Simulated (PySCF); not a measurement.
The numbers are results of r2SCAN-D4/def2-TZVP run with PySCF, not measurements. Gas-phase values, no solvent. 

Reference species (SMILES): `[CH3][Ga][SiH3]` (neutral, multiplicity 2).

```yaml
dipole_moment: 1.07 D
```

Changed species: `[CH3][Ga][CH3]` (radical fragment; the reference has radical fragment).

Q: Give the shifts of the dipole moment.

A: the dipole moment decreases by 0.54 D, to 0.53 D.
